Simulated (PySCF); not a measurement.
Isomers of C8H18S, mass 146.113 u with the commonest isotopes. Computed with PBE0/pcSseg-1 in PySCF (dipole) on a GFN2-xTB geometry, gas phase. One conformer each, none proved a minimum here; rigid rotors.

Task: Order these by rotational constant B, smallest first.
A. `[CH3:1][CH2:2][C@H:3]([S:4][CH3:5])[C:6]([CH3:7])([CH3:8])[CH3:9]` with C1–C2–C3–S4 -66°, C2–C3–S4–C5 118°
B. `[CH3:1][CH2:2][C@@H:3]([CH3:4])[S:5][C@H:6]([CH3:7])[CH2:8][CH3:9]` with C1–C2–C3–C4 165°, C2–C3–S5–C6 -69°, C3–S5–C6–C7 -101°, S5–C6–C8–C9 -66°
C. `[CH3:1][CH2:2][CH2:3][S:4][C@@H:5]([CH3:6])[CH:7]([CH3:8])[CH3:9]` with C1–C2–C3–S4 65°, C2–C3–S4–C5 81°, C3–S4–C5–C6 92°, S4–C5–C7–C8 -58°

Result: C (862.8 MHz), B (1053 MHz), A (1108 MHz).

Task: Order these by out-of-plane moment Σ m c² = (Ia + Ib − Ic)/2, smallest first.
A. `[CH3:1][CH2:2][CH2:3][S:4][C@@H:5]([CH3:6])[CH:7]([CH3:8])[CH3:9]` with C1–C2–C3–S4 65°, C2–C3–S4–C5 81°, C3–S4–C5–C6 92°, S4–C5–C7–C8 -58°
B. `[CH3:1][CH2:2][C@H:3]([S:4][CH3:5])[C:6]([CH3:7])([CH3:8])[CH3:9]` with C1–C2–C3–S4 -66°, C2–C3–S4–C5 118°
C. `[CH3:1][CH2:2][C@@H:3]([CH3:4])[S:5][C@H:6]([CH3:7])[CH2:8][CH3:9]` with C1–C2–C3–C4 165°, C2–C3–S5–C6 -69°, C3–S5–C6–C7 -101°, S5–C6–C8–C9 -66°

Result: C (64.17 u·Å²), A (74.82 u·Å²), B (85.81 u·Å²).

Task: Order these by rotational constant C, smallest first.
A. `[CH3:1][CH2:2][C@H:3]([S:4][CH3:5])[C:6]([CH3:7])([CH3:8])[CH3:9]` with C1–C2–C3–S4 -66°, C2–C3–S4–C5 118°
B. `[CH3:1][CH2:2][C@@H:3]([CH3:4])[S:5][C@H:6]([CH3:7])[CH2:8][CH3:9]` with C1–C2–C3–C4 165°, C2–C3–S5–C6 -69°, C3–S5–C6–C7 -101°, S5–C6–C8–C9 -66°
C. `[CH3:1][CH2:2][CH2:3][S:4][C@@H:5]([CH3:6])[CH:7]([CH3:8])[CH3:9]` with C1–C2–C3–S4 65°, C2–C3–S4–C5 81°, C3–S4–C5–C6 92°, S4–C5–C7–C8 -58°

Result: C (722.5 MHz), B (747.9 MHz), A (832.7 MHz).

```csv
SMILES,point group,Ia (u·Å²),Ib (u·Å²),Ic (u·Å²),κ,μa (D),μb (D),μc (D)
CC[C@H](SC)C(C)(C)C,C1,322.23,456.30,606.92,-0.25,0.28,0.30,1.46
CCCS[C@@H](C)C(C)C,C1,263.32,585.77,699.45,-0.77,0.16,0.18,1.61
CC[C@@H](C)S[C@H](C)CC,C1,324.00,480.08,675.73,-0.25,0.32,0.21,1.64
```
